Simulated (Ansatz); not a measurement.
`[Cl][Mo]12345678([Cl])([C@H]9[C@@H]1[C@@H]2[C@@H]3[C@H]94)[C@H]1[C@@H]5[C@@H]6[C@@H]7[C@H]18`, charge 0, multiplicity 1.

(1) Give a relaxed structure at PBE0-D4/def2-TZVP (Ansatz 0.2.0). (An estimate is asked.)

## Answers

(1) The calculation gave: 
Z-matrix (Å, degrees):
```
Mo
C 1 2.273
C 1 2.362 2 152.4
C 1 2.235 2 94.9 3 19.9
Cl 1 2.444 2 132.4 3 173.3
C 1 2.362 2 125.8 3 -35.4
C 1 2.271 2 61.5 3 113.3
C 1 2.363 2 35.5 3 -170.6
Cl 1 2.443 2 90.1 3 -107.0
C 1 2.272 2 94.5 3 -17.1
C 1 2.272 2 126.8 3 40.3
C 1 2.235 2 36.9 3 75.6
C 1 2.361 2 59.3 3 154.3
H 2 1.078 1 122.9 3 46.5
H 3 1.077 1 119.9 2 -177.4
H 4 1.075 1 124.4 2 30.7
H 6 1.077 1 119.8 2 -87.0
H 7 1.078 1 122.9 2 -159.8
H 8 1.077 1 119.9 2 119.6
H 10 1.078 1 122.9 2 -30.0
H 11 1.078 1 122.9 2 87.0
H 12 1.075 1 124.4 2 -121.7
H 13 1.077 1 119.8 2 157.4
```
Point group C2v.
This is one stationary point; other conformers may exist.
